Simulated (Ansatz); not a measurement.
A structure relaxed at PBE-D4/def2-SVP in Ansatz, charge 0, singlet:

Cartesian coordinates in Å:
```
Au 0.908 3.151 3.992
Au -1.440 -1.452 1.545
Au 0.081 -3.394 -3.387
Au -0.781 -0.317 -2.676
Au -2.108 -2.446 -1.217
Au -4.554 -2.056 0.892
Au 2.249 1.670 1.460
Au 0.004 -0.131 3.151
Au 1.437 1.676 -1.336
Au 3.904 3.716 -0.464
O -0.164 1.498 -2.400
O -2.728 -2.904 0.646
O 1.508 1.345 3.286
O 3.205 1.812 -0.332
O -1.521 -2.168 -3.159
```

(1) Give its formula.

(2) Summarise the bond lengths by kind (pairs closer than 1.2 times the sum of covalent radii, bridged metal pairs left out).

Answers

(1) Au₁₀O₅.

(2) 14 × Au–O 1.93 to 2.14 Å; 1 × Au–Au 2.53 Å.

In the def2 sets Au takes a core potential; there is no spin–orbit coupling. The restricted singlet is unstable towards broken spin symmetry at other levels; at PBE-D4/def2-SVP this wasn't settled. Another isomer (singlet) lies 0.53 eV lower at PBE0-D4/def2-TZVP; other spin states weren't run for this one.
